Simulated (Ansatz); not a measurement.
`Cl[Si](Cl)(Cl)[TeH]` + H₂S → `S[Si](Cl)(Cl)Cl` + H₂Te at 400 K and 1 bar (ligand exchange at the Si–Te bond).

Calculated with Ansatz (gas phase, PBE0-D4/def2-TZVP geometries, no zero-point term in ΔE). CCSD(T)/CBS adds triple-zeta CCSD(T) − MP2 to the extrapolated MP2 energy (def2 sets, frozen cores). This one scheme is used for every species. def2 core potentials past Kr. For Te outer-core shells are correlated without core-valence functions, which leaves a few kJ/mol of doubt a bond. One conformer a species, not always the lowest.

```json
{"species": "`Cl[Si](Cl)(Cl)[TeH]`", "CCSD(T)/CBS energy (Eh)": "-1936.91665", "H − E (kJ/mol)": "68.0", "S (J/(mol·K))": "423.3"}
{"species": "H₂S", "CCSD(T)/CBS energy (Eh)": "-398.97279", "H − E (kJ/mol)": "53.4", "S (J/(mol·K))": "215.9"}
{"species": "`S[Si](Cl)(Cl)Cl`", "CCSD(T)/CBS energy (Eh)": "-2066.97878", "H − E (kJ/mol)": "72.9", "S (J/(mol·K))": "396.8"}
{"species": "H₂Te", "CCSD(T)/CBS energy (Eh)": "-268.91024", "H − E (kJ/mol)": "45.0", "S (J/(mol·K))": "239.1"}
```

H − E and S are ideal-gas, rigid-rotor, harmonic terms from PBE0-D4/def2-TZVP, for one conformer and one mirror image of each species. 1 Eh = 2625.50 kJ/mol, R = 8.31446 J/(mol·K).

Problem. By hand: ΔE, ΔH, ΔS and ΔG.

Solution. ΔE = (-2066.97878) + (-268.91024) − (-1936.91665) − (-398.97279) = 0.00042 Eh = 1.1 kJ/mol. Δ(H − E) = 72.9 + 45.0 − 68.0 − 53.4 = -3.5, so ΔH = -2.4 kJ/mol. ΔS = 396.8 + 239.1 − 423.3 − 215.9 = -3.3 J/(mol·K). ΔG = -2.4 − 400 × (-3.3)/1000 = -1.1 kJ/mol.

Problem. By hand: the equilibrium constant, and the temperature at which ΔG would vanish if ΔH and ΔS stayed fixed.

Solution. log₁₀ K = −ΔG/(RT ln 10) = 0.1. ΔG = 0 at ΔH/ΔS = 727 K, though so small a ΔH makes that figure unsure.

TΔS isn't small against ΔH here. The sign of ΔG lies within the doubt. A doubt of 5 kJ/mol in ΔE shifts log₁₀ K by 0.7 here. Other conformers and mirror images would add mixing entropy, several J/(mol·K) or more a flexible species. These are equilibria of isolated gas molecules and say nothing of rates. Largest T1 diagnostic: 0.010 (customary marks: 0.02 for closed shells, 0.045 for open ones).
